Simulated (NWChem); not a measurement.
System: PbI2, singlet; SMILES [I][Pb][I]

Computed with NWChem. Medium grid unless said otherwise, to which SCAN and Minnesota functionals are sensitive. Low-valent species are run as closed-shell singlets; no triplet was tried in these runs. Structure relaxed at the PBE0/def2-SVP level. def2 effective core potentials on I, Pb; no spin-orbit coupling. Level r2SCAN/def2-SVP: single points from the atomic guess with DIIS by default; each run changes one setting, and all converged runs end within 0.3 mHa of each other.

Task: Which setting needs the most SCF iterations, or fails (defaults; DIIS on 20 Fock matrices; no DIIS, 40 % damping; no level shifting; occupation smearing of 0.005 Ha)?

Result: no DIIS, 40 % damping, which doesn't converge.
```json
[
 {"setting": "defaults", "SCF iterations": "9"},
 {"setting": "DIIS on 20 Fock matrices", "SCF iterations": "7"},
 {"setting": "occupation smearing of 0.005 Ha", "SCF iterations": "9"},
 {"setting": "no level shifting", "SCF iterations": "9"},
 {"setting": "no DIIS, 40 % damping", "SCF iterations": "not converged in 200"}
]
```
